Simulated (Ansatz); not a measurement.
```yaml
atoms:
  - { symbol: C, position_ang: [0.0000, 0.0000, 0.1743] }
  - { symbol: H, position_ang: [0.0000, 0.8622, -0.5230] }
  - { symbol: H, position_ang: [0.0000, -1.7245, -1.2204] }
```

Basis set: pcseg-2 (spherical functions). Charge 0, multiplicity 1.

Computed with Ansatz (development build ahead of 0.2.0); each method stands on the lowest determinant of its kind that the runs found.

(1) Give the atomization energy at this shape (free ground-state atoms in the same class of orbitals less the molecule, no zero-point energy) of singlet CH2 by PBE0 (unrestricted), PBE (unrestricted).

Answers

(1)

```json
{"method": "PBE0 (unrestricted)", "atomization energy": "4.12 eV"}
{"method": "PBE (unrestricted)", "atomization energy": "4.40 eV"}
```

Caution: another spin multiplicity may lie lower; charge can spread falsely over distant fragments; the shape is not the minimum. Caution for PBE0 (unrestricted): the unrestricted determinant is a mixture of spin states. Caution for PBE (unrestricted): the unrestricted determinant is spin contaminated.
